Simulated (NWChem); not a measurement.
System: CH2NO cation; SMILES C(=O)=[NH2+]

The following NWChem deck was run.

```
start job
memory heap 200 mb stack 900 mb global 1100 mb
charge 1
geometry units angstroms noautosym nocenter noautoz
  N      0.000000     0.000000     1.120782
  C      0.000000     0.000000    -0.148030
  O      0.000000     0.000000    -1.275212
  H      0.000000     0.885860     1.642452
  H      0.000000    -0.885860     1.642452
end
basis spherical
  * library def2-tzvp
end
dft
  xc pbe0
  iterations 150
end
tddft
  cis
  ecut -13.0
  nroots 6
  notriplet
end
task tddft energy
```

Excerpt of the output:

```
             Northwest Computational Chemistry Package (NWChem) 7.3.0
             --------------------------------------------------------

                             Geometry "geometry" -> ""
                             -------------------------

 Output coordinates in angstroms (scale by  1.889725989 to convert to a.u.)

  No.       Tag          Charge          X              Y              Z
 ---- ---------------- ---------- -------------- -------------- --------------
    1 N                    7.0000     0.00000000     0.00000000     1.12078200
    2 C                    6.0000     0.00000000     0.00000000    -0.14803000
    3 O                    8.0000     0.00000000     0.00000000    -1.27521200
    4 H                    1.0000     0.00000000     0.88586000     1.64245200
    5 H                    1.0000     0.00000000    -0.88586000     1.64245200

 Effective nuclear repulsion energy (a.u.)      65.8799603648

                                 NWChem DFT Module
                                 -----------------

 Summary of "ao basis" -> "ao basis" (spherical)
 ------------------------------------------------------------------------------
       Tag                 Description            Shells   Functions and Types
 ---------------- ------------------------------  ------  ---------------------
 N                         def2-tzvp                11       31   5s3p2d1f
 C                         def2-tzvp                11       31   5s3p2d1f
 O                         def2-tzvp                11       31   5s3p2d1f
 H                         def2-tzvp                 4        6   3s1p

            General Information
            -------------------
          SCF calculation type: DFT
          Wavefunction type:  closed shell.
          No. of atoms     :     5
          No. of electrons :    22
           Alpha electrons :    11
            Beta electrons :    11
          Charge           :     1
          Spin multiplicity:     1
          Use of symmetry is: off; symmetry adaption is: off
          Maximum number of iterations: 150
          AO basis - number of functions:   105
                     number of shells:    41
          Convergence on energy requested:  1.00D-06
          Convergence on density requested:  1.00D-05
          Convergence on gradient requested:  5.00D-04

              XC Information
              --------------
                         PBE0 Method XC Functional
                     Hartree-Fock (Exact) Exchange  0.250
          PerdewBurkeErnzerhof Exchange Functional  0.750
            Perdew 1991 LDA Correlation Functional  1.000 local
           PerdewBurkeErnz. Correlation Functional  1.000 non-local

             Grid Information
             ----------------
          Grid used for XC integration:  medium
          Radial quadrature: Mura-Knowles
          Angular quadrature: Lebedev.
          Tag              B.-S. Rad. Rad. Pts. Rad. Cut. Ang. Pts.
          ---              ---------- --------- --------- ---------
          N                   0.65       49           8.0       434
          C                   0.70       49           8.0       434
          O                   0.60       49          10.0       434
          H                   0.35       45           8.0       434
          Grid pruning is: on
          Number of quadrature shells:   237
          Spatial weights used:  Erf1

      Superposition of Atomic Density Guess
      -------------------------------------

 Sum of atomic energies:        -167.76680567

 Renormalizing density from      23.00 to     22

      Non-variational initial energy
      ------------------------------

 Total energy =    -164.209250
 1-e energy   =    -342.470453
 2-e energy   =     112.381242
 HOMO         =      -0.807117
 LUMO         =      -0.391249

   convergence    iter        energy       DeltaE   RMS-Dens  Diis-err
 ---------------- ----- ----------------- --------- --------- ---------
 d= 0,ls=0.0,diis     1   -168.6680939740 -2.35D+02  1.30D-02  2.09D+00
 d= 0,ls=0.0,diis     2   -168.0647704498  6.03D-01  9.48D-03  8.20D+00
 d= 0,ls=0.0,diis     3   -168.8290769456 -7.64D-01  1.91D-03  2.43D-01
 d= 0,ls=0.0,diis     4   -168.8498488430 -2.08D-02  6.65D-04  3.59D-02
 d= 0,ls=0.0,diis     5   -168.8531605870 -3.31D-03  1.65D-04  1.39D-03
  Resetting Diis
 d= 0,ls=0.0,diis     6   -168.8533212977 -1.61D-04  2.04D-05  2.56D-05
 d= 0,ls=0.0,diis     7   -168.8533238949 -2.60D-06  1.06D-05  1.18D-06
 d= 0,ls=0.0,diis     8   -168.8533235355  3.59D-07  6.62D-06  5.45D-06

[...]

                                NWChem TDDFT Module
                                -------------------

            General Information
            -------------------
           No. of orbitals :     210
            Alpha orbitals :     105
             Beta orbitals :     105
        Alpha frozen cores :       0
         Beta frozen cores :       0
     Alpha frozen virtuals :       0
      Beta frozen virtuals :       0
         Spin multiplicity :       1
    Number of AO functions :     105
        Use of symmetry is : off
      Symmetry adaption is : off
         Schwarz screening :  0.10D-07

              XC Information
              --------------
                  PBE0 Method XC Functional
              Hartree-Fock (Exact) Exchange   0.25
   PerdewBurkeErnzerhof Exchange Functional   0.75
     Perdew 1991 LDA Correlation Functional   1.00 local
    PerdewBurkeErnz. Correlation Functional   1.00 non-local

             TDDFT Information
             -----------------
          Calculation type : Tamm-Dancoff TDDFT
         Wavefunction type : Restricted singlets
          No. of electrons :      22
           Alpha electrons :      11
            Beta electrons :      11
              No. of roots :       6
          Max subspacesize :    5200
            Max iterations :     100
               Target root :       1
           Target symmetry : none
             Energy Cutoff :-0.13D+02
      Symmetry restriction : off
                 Algorithm : Optimal
        Davidson threshold :  0.10D-03

    6 smallest eigenvalue differences (eV)
--------------------------------------------------------
  No. Spin  Occ  Vir  Irrep   E(Occ)    E(Vir)   E(Diff)
--------------------------------------------------------
    1    1    2   12 a       -14.746    -0.314   392.721
    2    1    2   13 a       -14.746    -0.239   394.754
    3    1    2   14 a       -14.746    -0.219   395.285
    4    1    2   15 a       -14.746    -0.121   397.961
    5    1    2   16 a       -14.746    -0.120   397.980
    6    1    2   17 a       -14.746    -0.008   401.035
--------------------------------------------------------

  Entering Davidson iterations
  Restricted singlet excited states

  Iter   NTrls   NConv    DeltaV     DeltaE      Time
  ----  ------  ------  ---------  ---------  ---------
    1      6       0     0.13E+00   0.10+100       14.1
    2     12       0     0.19E-01   0.91E-02       14.0
    3     18       1     0.15E+00   0.14E-01       14.2
    4     23       4     0.10E-01   0.10E-01       15.0
    5     25       5     0.25E-03   0.11E-04       13.0
    6     26       6     0.93E-04   0.18E-07       11.0
  ----  ------  ------  ---------  ---------  ---------
  Convergence criterion met

  Ground state a        -168.853323535544 a.u.

  ----------------------------------------------------------------------------
  Root   1 singlet a             14.342816714 a.u.              390.2881 eV
  ----------------------------------------------------------------------------
     Transition Moments    X  0.00000   Y  0.00087   Z  0.00000
     Dipole Oscillator Strength                    0.0000071883
     Electric Quadrupole                           0.0000004644
     Magnetic Dipole                               0.0000000813
     Total Oscillator Strength                     0.0000077341

     Occ.    2  a   ---  Virt.   12  a        0.99919
  ----------------------------------------------------------------------------
  Root   2 singlet a             14.399436058 a.u.              391.8288 eV
  ----------------------------------------------------------------------------
     Transition Moments    X -0.05044   Y -0.00000   Z  0.00000
     Dipole Oscillator Strength                    0.0244271184
     Electric Quadrupole                           0.0001899055
     Magnetic Dipole                               0.0002971185
     Total Oscillator Strength                     0.0249141423

     Occ.    2  a   ---  Virt.   13  a       -0.99785
     Occ.    2  a   ---  Virt.   22  a       -0.05144
  ----------------------------------------------------------------------------
  Root   3 singlet a             14.449996952 a.u.              393.2046 eV
  ----------------------------------------------------------------------------
     Transition Moments    X -0.00000   Y  0.00000   Z  0.00735
     Dipole Oscillator Strength                    0.0005203216
     Electric Quadrupole                           0.0000061715
     Magnetic Dipole                               0.0000000000
     Total Oscillator Strength                     0.0005264931

     Occ.    2  a   ---  Virt.   14  a        0.99727
     Occ.    2  a   ---  Virt.   21  a        0.05536
  ----------------------------------------------------------------------------
  Root   4 singlet a             14.527140070 a.u.              395.3038 eV
  ----------------------------------------------------------------------------
     Transition Moments    X -0.00000   Y  0.00000   Z -0.06303
     Dipole Oscillator Strength                    0.0384743295
     Electric Quadrupole                           0.0003881395
     Magnetic Dipole                               0.0000000000
     Total Oscillator Strength                     0.0388624691

[...]
```

Level: PBE0/def2-TZVP, restricted-window TDA. Coordinates come from a PBE0/def2-SVP optimisation. The quadrupole and magnetic terms of the printed total strengths depend on the origin.
